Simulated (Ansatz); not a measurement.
Relaxation of CH$_{6}$BCl$_{2}$NO (12 atoms, charge 0, multiplicity 1), to a largest force component of 0.03 eV/Å in at most 50 steps.

Theory: RKS BLYP-D4/cc-pVDZ (Ansatz 0.2.0).

```xyz
12
Properties=species:S:1:pos:R:3
B 0.082 -0.561 0.063
O -0.208 -0.616 1.419
H -1.168 -0.501 1.575
Cl 1.723 -0.997 -0.465
Cl -1.229 -0.316 -1.146
N 0.507 2.085 0.645
H 1.433 2.459 0.884
C -0.423 3.175 0.298
H -1.358 2.734 -0.114
H -0.704 3.859 1.134
H 0.033 3.797 -0.498
H 0.185 1.565 1.491
```

Where does it end, and by what steps?

It converged. After 20 steps the energy has fallen by 0.843 eV; H11 moved furthest, 1.37 Å. Joined: B1–N6 (2.74 → 1.63 Å).

| step | energy less start (eV) | largest force component (eV/Å) | accepted |
| --- | --- | --- | --- |
| 0 | 0.0000 | 0.637 | yes |
| 1 | -0.0548 | 1.131 | yes |
| 2 | -0.1523 | 1.257 | yes |
| 3 | -0.3108 | 0.959 | yes |
| 4 | -0.4782 | 0.843 | yes |
| 5 | -0.4879 | 1.585 | yes |
| 6 | -0.5684 | 1.103 | yes |
| 7 | -0.6692 | 0.265 | yes |
| 8 | -0.6243 | 1.508 | no |
| 9 | -0.6951 | 0.269 | yes |
| 10 | -0.7139 | 0.289 | yes |
| 11 | -0.7341 | 0.303 | yes |
| 12 | -0.7525 | 0.593 | yes |
| 13 | -0.7706 | 0.527 | yes |
| 14 | -0.7988 | 0.533 | yes |
| 15 | -0.8103 | 0.527 | yes |
| 16 | -0.8048 | 0.483 | no |
| 17 | -0.8402 | 0.180 | yes |
| 18 | -0.8409 | 0.110 | yes |
| 19 | -0.8424 | 0.030 | yes |
| 20 | -0.8426 | 0.021 | yes |

```xyz
12
Properties=species:S:1:pos:R:3
B 0.102 0.280 0.254
O -0.983 0.016 1.115
H -1.315 -0.893 0.996
Cl 1.696 -0.698 0.613
Cl -0.283 0.247 -1.606
N 0.528 1.823 0.586
H 1.311 2.065 -0.041
C -0.574 2.837 0.480
H -1.391 2.517 1.148
H -0.205 3.840 0.762
H -0.935 2.834 -0.563
H 0.925 1.813 1.541
```

Whether the end is a true minimum wasn't checked by a vibrational analysis.

Run time: 44 s on 4 threads of Arm Neoverse V1, on a shared host, peak memory 0.2 GiB.
